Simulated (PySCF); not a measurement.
**Te: electron affinity**

Te⁻ [Kr] 4d10 5s2 5p5 (2P) → Te [Kr] 4d10 5s2 5p4 (3P), as a difference of total energies. All numbers are calculated (PySCF 2.14, scalar relativity through the core potential, in aug-cc-pVDZ-PP with ECP28MDF (5s4p3d, 32 functions)). Correlated levels: valence: 4s2 4p6 4d10 frozen. The calculations carry no spin-orbit coupling.

| method | electron affinity (eV) |
| --- | --- |
| UHF | 1.083 |
| MP2 (valence) | 1.720 |
| SCS-MP2 (valence) | 1.703 |
| CCSD (valence) | 1.710 |
| CCSD(T) (valence) | 1.746 |
| CCSDT (valence) | 1.751 |

**Question.** How much does correlation contribute at CCSD(T) (valence)?

**Answer.** 1.746 − (1.083) = 0.663 eV, measured against UHF.

The reference lies between the lowest fine-structure levels, while these numbers refer to the centres of the terms.

Errors of the correlated levels include the incompleteness of this basis and the frozen core.

For comparison: 1.971 eV (measured; photodetachment measurements, as compiled on the Wikipedia data page of electron affinities).
